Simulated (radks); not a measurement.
Values are calculated unless marked as measured or tabulated.
Problem. Coherent X-ray form factor from a spherical all-electron density. Level of theory: non-relativistic Kohn-Sham, r2SCAN, spin-polarised, spherical densities, point nucleus; meta-GGA in the generalised Kohn-Sham scheme (a radial shooting solver on a logarithmic mesh with Libxc functionals).

sin(theta)/lambda (1/angstrom),f0 (electrons)
0.05,14.893
0.1,14.580
0.15,14.089
0.2,13.459
0.25,12.735
0.3,11.965
0.4,10.450
0.5,9.141
0.6,8.114
0.8,6.716
1,5.715
1.25,4.594
1.5,3.601
2,2.252

The species is in the configuration that NIST lists as its ground one. Which atom or ion scatters so?

Solution. The titanium ion Ti7+, [Ne] 3s2 3p3. Extrapolating in s^2 from the first two rows gives f0(0) = 15.0, near the electron count 15; among species with that count, the fall with angle is slower the higher Z, and the table is that of Z = 22; from so few rows the species is fixed only to a neighbour or two.
